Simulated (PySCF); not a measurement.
Computed properties of C₄H₃ClF₂, SMILES CC(Cl)=C=C(F)F

C4H3ClF2, SMILES CC(Cl)=C=C(F)F. Geometry optimised at B3LYP-D3(BJ)/def2-SVP. The structure was generated by enumeration, and PubChem lists no compound with its InChIKey, so it may never have been made. The values are those of a single conformer. All values are computed for the isolated molecule unless a solvent is named; none is compared with measurement here.

**Structure.** The optimised structure has Cs symmetry. All 24 harmonic modes at B3LYP-D3(BJ)/def2-SVP (PySCF) are real, so it is a minimum. With heavy atoms numbered as in [CH3:1][C:2]([Cl:3])=[C:4]=[C:5]([F:6])[F:7], the shortest bond between them is C4–C5 at 1.305 Å and the longest C2–Cl3 at 1.770 Å.

**Vibrations.** The strongest infrared lines (harmonic, unscaled, degenerate partners summed) lie at 2113 cm⁻¹ (582 km/mol, C 100 %), 1282 cm⁻¹ (273 km/mol, C 72 %, F 28 %), 1048 cm⁻¹ (154 km/mol, C 51 %, H 33 %, F 16 %). The softest mode is at 92 cm⁻¹ and the zero-point energy is 37.9 kcal/mol.

**Electronic structure.** PBE0/def2-TZVP (PySCF) places the frontier levels at -7.77 and -1.03 eV, a gap of 6.74 eV, and gives a dipole moment of 2.06 D and a mean polarisability of 65.3 bohr³. PBE/def2-TZVP (PySCF) at the same geometry gives -6.46 and -1.97 eV, so its gap is 2.25 eV narrower. An orbital gap is neither the optical nor the fundamental gap.

**Excitations.** TDA-B3LYP/def2-SVPD (PySCF) has S1 at 4.85 eV (255 nm, f = 0.000, dark); the most intense of the 10 singlets computed lies at 7.19 eV (f = 0.58). T1 (TDA) is at 4.06 eV, 0.79 eV under S1. TDA-PBE/def2-SVPD (PySCF) puts S1 at 4.65 eV. No vertical singlet excitation falls in the visible range (under 3.1 eV).

**NMR.** GIAO shifts at PBE0/pcSseg-1 (PySCF) (non-relativistic, atoms alike by connectivity averaged): ¹³C from 32.7 to 178.6 ppm against TMS; ¹H at 2.6 ppm against TMS; ¹⁹F at -89.6 ppm against CFCl3. Without spin–orbit terms, shifts of atoms bonded to Cl or Br come out too high.

**Solvation.** SMD-B3LYP/def2-SVP (PySCF) gives 2.2 kcal/mol in water, -2.7 kcal/mol in diethylether, -3.1 kcal/mol in dichloromethane (1 M in both phases, gas-phase geometry).
